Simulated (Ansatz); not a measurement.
Consider the formal hydrolysis of a Ti–C bond: `[CH3][Ti]([CH3])([OH])[OH]` + H₂O → `[CH3][Ti]([OH])([OH])[OH]` + CH₄.

Program: Ansatz. Geometries: PBE0-D4/def2-TZVP. ΔE: electronic, gas phase. CBS: MP2 limit from def2 TZ/QZ plus the TZ coupled-cluster correction, frozen cores. This one scheme is used for every species. DFT in def2-TZVPP. For Ti outer-core shells are correlated without core-valence functions, which leaves a few kJ/mol of doubt a bond. Scalar relativity is left out up to krypton. Each species was taken in one conformer, which may not be the lowest.

`[CH3][Ti]([CH3])([OH])[OH]`:

```xyz
13

C     0.635    1.227   -1.183
Ti   -0.026   -0.447   -0.164
C    -0.549    0.233    1.718
O    -1.501   -1.033   -0.966
O     1.350   -1.559    0.017
H     1.493    1.660   -0.659
H     0.939    0.967   -2.202
H    -0.171    1.967   -1.234
H     0.326    0.679    2.202
H    -0.916   -0.589    2.340
H    -1.338    0.987    1.628
H    -2.028   -1.695   -1.406
H     1.788   -2.399   -0.092
```

H₂O:

```xyz
3

O    -0.126    0.363   -0.060
H    -0.229   -0.167    0.733
H     0.355   -0.196   -0.673
```

`[CH3][Ti]([OH])([OH])[OH]`:

```xyz
11

C     1.130    0.214    1.040
Ti   -0.466   -0.014   -0.260
O    -1.400    1.520   -0.150
O    -1.414   -1.387    0.395
O     0.283   -0.285   -1.848
H     0.752    0.413    2.046
H     1.738   -0.695    1.055
H     1.751    1.053    0.714
H    -1.438    2.295   -0.710
H    -1.431   -2.341    0.356
H     0.494   -0.773   -2.639
```

CH₄:

```xyz
5

C     0.000    0.000    0.000
H     0.537    0.744    0.587
H     0.696   -0.767   -0.338
H    -0.458    0.481   -0.864
H    -0.775   -0.458    0.615
```

```
                     species  LC-ωPBE energy (Eh)
`[CH3][Ti]([CH3])([OH])[OH]`          -1080.82725
                         H₂O            -76.42387
 `[CH3][Ti]([OH])([OH])[OH]`          -1116.80573
                         CH₄            -40.51009
```

(1) Work out ΔE.

Largest T1 diagnostic among the species: 0.023, so the coupled-cluster value is less sure than usual.

Answers

(1) ΔE = (-1116.80573) + (-40.51009) − (-1080.82725) − (-76.42387) = -0.06470 Eh = -169.9 kJ/mol. CCSD(T)/CBS gives -160.8 kJ/mol.

At CCSD(T), def2-SVP lies −24.0 kJ/mol from the extrapolated value and def2-TZVPP −5.6 kJ/mol. From r2SCAN to r2SCAN0 (25 % exact exchange), in def2-TZVPP and without D4, ΔE moves by +5.0 kJ/mol.
